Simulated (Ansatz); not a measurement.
Geometry optimisation, DFT PBE, scalar-relativistic, plane waves, PAW (Ansatz 0.2.0).

The input (input.yaml):

```yaml
crystal:
  lattice:
    - [-2.29, -3.966396, 0.0]
    - [3.435, -1.983198, 0.0]
    - [0.0, 0.0, 7.17686]
  atoms:
    - { symbol: Be, position: [0.75000007, 0.50000004, 0.0] }
    - { symbol: Be, position: [0.50000004, 0.33333336, 0.25] }
    - { symbol: Be, position: [0.75000007, 0.50000004, 0.5] }
    - { symbol: Be, position: [0.50000004, 0.33333336, 0.75] }
    - { symbol: Be, position: [0.50000003, 2.0e-08, 0.0] }
    - { symbol: Be, position: [0.25000004, 0.83333336, 0.25] }
    - { symbol: Be, position: [0.50000003, 2.0e-08, 0.5] }
    - { symbol: Be, position: [0.25000004, 0.83333336, 0.75] }
    - { symbol: Be, position: [0.25000003, 0.50000002, 0.0] }
    - { symbol: Be, position: [1.0e-08, 0.33333334, 0.25] }
    - { symbol: Be, position: [0.25000003, 0.50000002, 0.5] }
    - { symbol: Be, position: [1.0e-08, 0.33333334, 0.75] }
    - { symbol: Be, position: [0.0, 0.0, 0.0] }
    - { symbol: Be, position: [0.75000008, 0.83333338, 0.25] }
    - { symbol: Be, position: [0.0, 0.0, 0.5] }
    - { symbol: Be, position: [0.75000008, 0.83333338, 0.75] }
    - { symbol: Li, position: [0.01103526, 0.66468432, 0.62810118] }
basis:
  ecutwfc: 420.0
kpoints:
  mp_grid: { grid: [5, 5, 3] }
hamiltonian:
  xc: pbe
scf:
  occupations: { method: fermi_dirac, width: 0.05 }
  lower_state_search: "off"
relax:
  f_tol: 0.03
  max_steps: 60
  adjacent_minimum: "off"
```

Command:

```bash
$ ansatz run input.yaml --threads 1 --pin off --max-ram 3072MiB --backend cpu --events-out ev --progress --plain --runs-dir out
```

Question: Where does it end, and by what steps?

Answer: It converged. The force dipped under the threshold on the way, but the program's further checks kept it going. Limits of this set-up: coarse k mesh. After 14 steps the energy has fallen by 4.617 eV; Be8 moved furthest, 1.13 Å.

```tsv
step	energy less start (eV)	largest force component (eV/Å)	accepted
0	0.0000	4.365	yes
1	-1.9775	2.717	yes
2	-3.6559	0.575	yes
3	-3.6203	0.748	no
4	-3.8420	0.207	yes
5	-3.8847	0.105	yes
6	-3.9304	0.199	yes
7	-4.0056	0.439	yes
8	-4.2506	0.360	yes
9	-4.3860	0.457	yes
10	-4.5344	0.147	yes
11	-4.5936	0.130	yes
12	-4.6141	0.065	yes
13	-4.6168	0.023	yes
14	-4.6168	0.023	yes
```

```xyz
17
Lattice="-2.2900 -3.9664 0.0000 3.4350 -1.9832 0.0000 0.0000 0.0000 7.1769" Properties=species:S:1:pos:R:3
Be -0.066 -3.964 -0.023
Be -0.120 -2.539 1.739
Be -0.069 -3.968 3.497
Be 0.504 -3.057 5.318
Be -1.338 -1.791 -0.022
Be 2.174 -2.490 1.747
Be -1.341 -1.798 3.522
Be 3.103 -3.432 5.338
Be 0.922 -1.826 -0.027
Be 1.049 -0.548 1.742
Be 0.919 -1.826 3.510
Be 1.164 -0.283 5.327
Be -0.044 0.078 -0.019
Be 1.070 -4.527 1.743
Be -0.046 0.078 3.505
Be 1.412 -4.611 5.342
Li 2.125 -1.879 5.330
```

Whether the end is a true minimum wasn't checked by a vibrational analysis.

Run time: 4.8 min on 1 thread of Intel(R) Xeon(R) Processor @ 2.50GHz (Skylake/Cascade Lake), on a shared host, peak memory 0.44 GiB.
